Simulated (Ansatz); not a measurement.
Geometry optimisation, RKS PBE0-D4/def2-SVP (Ansatz).

The input (input.yaml):

```yaml
crystal:
  periodic: [false, false, false]
  atoms:
    - { symbol: Zr, position_ang: [0.122552, -0.558682, -0.544403] }
    - { symbol: F, position_ang: [0.744967, 0.531406, 2.366084] }
    - { symbol: F, position_ang: [1.753611, 0.360818, -0.824795] }
    - { symbol: O, position_ang: [-1.303722, 0.632824, -0.217914] }
    - { symbol: H, position_ang: [-1.891966, 1.355138, 0.007418] }
    - { symbol: F, position_ang: [-0.272047, -1.414981, -2.183696] }
    - { symbol: Cl, position_ang: [0.306499, -2.36211, 1.157499] }
    - { symbol: H, position_ang: [0.759406, -0.342213, 2.674106] }
basis:
  gaussian: { orbitals: def2-SVP }
hamiltonian:
  xc: pbe0
  dispersion: d4
relax:
  f_tol: 0.03
  max_steps: 50
output:
  orbitals: {}
```

Launched with:

```bash
$ ansatz run input.yaml --threads 4 --pin off --max-ram 5120MiB --backend cpu --events-out ev --progress --plain --runs-dir out
```

Where does it end, and by what steps?

The forces met the threshold. After 12 steps the energy has fallen by 0.311 eV; F2 moved furthest, 0.49 Å. Joined: Zr1–F2 (3.17 → 2.41 Å).

```csv
step,energy less start (eV),largest force component (eV/Å),accepted
0,0.0000,0.981,yes
1,-0.1155,0.742,yes
2,-0.2468,0.505,yes
3,-0.2601,0.534,yes
4,-0.3031,0.166,yes
5,-0.3026,0.433,no
6,-0.3077,0.130,yes
7,-0.3006,0.426,no
8,-0.3093,0.062,yes
9,-0.3099,0.072,yes
10,-0.3106,0.077,yes
11,-0.3111,0.052,yes
12,-0.3112,0.029,yes
```

```xyz
8
Properties=species:S:1:pos:R:3
Zr 0.176 -0.433 -0.280
F 0.792 0.343 1.918
F 1.790 0.463 -0.723
O -1.318 0.715 -0.124
H -2.022 1.359 -0.061
F -0.158 -1.401 -1.873
Cl 0.234 -2.313 1.289
H 0.725 -0.531 2.288
```

Whether the end is a true minimum wasn't checked by a vibrational analysis.

Time of the run: 32 s on 4 threads of Arm Neoverse V1, with other jobs on the host, peak memory 0.29 GiB.
